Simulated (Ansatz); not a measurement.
`[F][Ti]([F])([F])[Cl]` + `[Cl][Ga]([Br])[Br]` → `[F][Ti]([F])([Cl])[Br]` + `[F][Ga]([Cl])[Br]`  (redistribution)

Program: Ansatz. Geometries: PBE0-D4/def2-TZVP. ΔE: electronic, gas phase. CCSD(T)/CBS is the MP2 limit (def2-TZVPP, def2-QZVPP) plus CCSD(T) − MP2 in def2-TZVPP, frozen cores. Functionals use def2-TZVPP. B3LYP here is the variant with VWN-RPA as its local correlation; programs differ in this. For Br, Ga, Ti outer-core shells are correlated without core-valence functions, which leaves a few kJ/mol of doubt a bond. Scalar relativity is left out up to krypton.

CCSD(T)/CBS gives +61.0 kJ/mol.

Another level gave +67.0 kJ/mol. Which?
A. B3LYP-D4/def2-TZVPP
B. B2PLYP/def2-TZVPP
C. ωB97M-V/def2-TZVPP
D. HF/def2-TZVPP

A. B3LYP-D4 67.0, HF/def2-TZVPP 76.6, B2PLYP 59.2, ωB97M-V 71.6 kJ/mol.

Largest T1 diagnostic among the species: 0.024, so the coupled-cluster value is less sure than usual.

At CCSD(T), def2-SVP lies +4.7 kJ/mol from the extrapolated value and def2-TZVPP +1.8 kJ/mol. Leaving LDA and LC-ωPBE aside and taking each functional with its dispersion term where it has one, the values, not all of them listed here, spread over 13.9 kJ/mol, from B2PLYP to ωB97X-V. In def2-TZVPP, CCSD(T) changes the Hartree–Fock value by −13.8 kJ/mol (the triples alone add −6.6 kJ/mol) and MP2 by −20.6 kJ/mol.
